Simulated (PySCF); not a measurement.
PySCF input (M06-2X/6-31G* (5d)):

```python
from pyscf import gto, dft

mol = gto.M(
    atom='''
    Al   -0.43822700   -0.34384200   -0.42576400
    O     0.58408400    0.40884400    0.57893300
    H     1.02428400    1.19919000    0.90346500
    ''',
    basis='6-31g*',
    charge=1,
    spin=1,
    verbose=4,
)

mf = dft.UKS(mol, xc='m062x')
mf.grids.level = 4
mf.conv_tol = 1e-9
mf.max_cycle = 100
mf.max_memory = 1500
mf.kernel()
if not mf.converged:
    mf = mf.newton()
    mf.kernel(mf.make_rdm1())
mo, _, stable, _ = mf.stability(return_status=True)
if not stable:
    mf.kernel(mf.make_rdm1(mo, mf.mo_occ))
    stable = mf.stability(return_status=True)[2]
mf.dip_moment()
```

From the output:

```

cycle= 2 E= -317.13555796742  delta_E= 0.653  |g|= 1.13  |ddm|= 1.32
  alpha nocc = 11  HOMO = -0.563978137896164  LUMO = -0.311698440903598
  beta  nocc = 10  HOMO = -0.634701426072882  LUMO = -0.516138015817688
  HOMO = -0.563978137896  LUMO = -0.516138015818  gap/eV = 1.30180
cycle= 3 E= -317.882660040937  delta_E= -0.747  |g|= 0.0858  |ddm|= 1.08
  alpha nocc = 11  HOMO = -0.585015841950389  LUMO = -0.273960753181091
  beta  nocc = 10  HOMO = -0.637610400982965  LUMO = -0.450489434686348
  HOMO = -0.58501584195  LUMO = -0.450489434686  gap/eV = 3.66065
cycle= 4 E= -317.888898290693  delta_E= -0.00624  |g|= 0.024  |ddm|= 0.182
  alpha nocc = 11  HOMO = -0.584357594138043  LUMO = -0.298685244530309
  beta  nocc = 10  HOMO = -0.64455455064266  LUMO = -0.48085184871544
  HOMO = -0.584357594138  LUMO = -0.480851848715  gap/eV = 2.81653
cycle= 5 E= -317.889398986057  delta_E= -0.000501  |g|= 0.0072  |ddm|= 0.0429
  alpha nocc = 11  HOMO = -0.584233753232196  LUMO = -0.296094574394735
  beta  nocc = 10  HOMO = -0.647963303172835  LUMO = -0.474506995580365
  HOMO = -0.584233753232  LUMO = -0.47450699558  gap/eV = 2.98582
cycle= 6 E= -317.889493851643  delta_E= -9.49e-05  |g|= 0.00472  |ddm|= 0.0216
  alpha nocc = 11  HOMO = -0.58437026246226  LUMO = -0.29980036716796
  beta  nocc = 10  HOMO = -0.648728504074708  LUMO = -0.483319791860632
  HOMO = -0.584370262462  LUMO = -0.483319791861  gap/eV = 2.74972
cycle= 7 E= -317.889519395018  delta_E= -2.55e-05  |g|= 0.00174  |ddm|= 0.00742
  alpha nocc = 11  HOMO = -0.584470928641838  LUMO = -0.300505915644403
  beta  nocc = 10  HOMO = -0.648592881722336  LUMO = -0.483671067144496
  HOMO = -0.584470928642  LUMO = -0.483671067144  gap/eV = 2.74290
cycle= 8 E= -317.889525966262  delta_E= -6.57e-06  |g|= 0.000692  |ddm|= 0.00567
  alpha nocc = 11  HOMO = -0.584553759155181  LUMO = -0.301150521026633
  beta  nocc = 10  HOMO = -0.648502901690699  LUMO = -0.485105749941097
  HOMO = -0.584553759155  LUMO = -0.485105749941  gap/eV = 2.70612
cycle= 9 E= -317.889526887674  delta_E= -9.21e-07  |g|= 6.82e-05  |ddm|= 0.00245
  alpha nocc = 11  HOMO = -0.584567053697038  LUMO = -0.301206096413643
  beta  nocc = 10  HOMO = -0.64849891614516  LUMO = -0.485165799446393
  HOMO = -0.584567053697  LUMO = -0.485165799446  gap/eV = 2.70485
cycle= 10 E= -317.889526901051  delta_E= -1.34e-08  |g|= 1.73e-05  |ddm|= 0.000281
  alpha nocc = 11  HOMO = -0.584563305908341  LUMO = -0.301235830500228
  beta  nocc = 10  HOMO = -0.648506428652956  LUMO = -0.485210190305369
  HOMO = -0.584563305908  LUMO = -0.485210190305  gap/eV = 2.70354
cycle= 11 E= -317.889526901693  delta_E= -6.42e-10  |g|= 6.14e-06  |ddm|= 6.53e-05
  alpha nocc = 11  HOMO = -0.584563081780201  LUMO = -0.301230406686035
  beta  nocc = 10  HOMO = -0.648508682034565  LUMO = -0.485194022780856
  HOMO = -0.58456308178  LUMO = -0.485194022781  gap/eV = 2.70397
Extra cycle  E= -317.889526901745  delta_E= -5.19e-11  |g|= 5.89e-06  |ddm|= 1.38e-05
converged SCF energy = -317.889526901745  <S^2> = 0.75059699  2S+1 = 2.0005969
uhf_internal: lowest eigs of H = [0.1407222  0.20685653 0.4291513 ]
<class 'pyscf.dft.uks.UKS'> wavefunction is stable in the internal stability analysis

WARN: System has nonzero charge 1; the dipole moment is origin-dependent.
Location of origin: [0. 0. 0.]

Dipole moment(X, Y, Z, Debye): -1.89888, -0.59599, -2.05210
```

The dipole moment of an ion depends on the origin.

The geometry given is a B3LYP-D3(BJ)/def2-TZVP minimum.
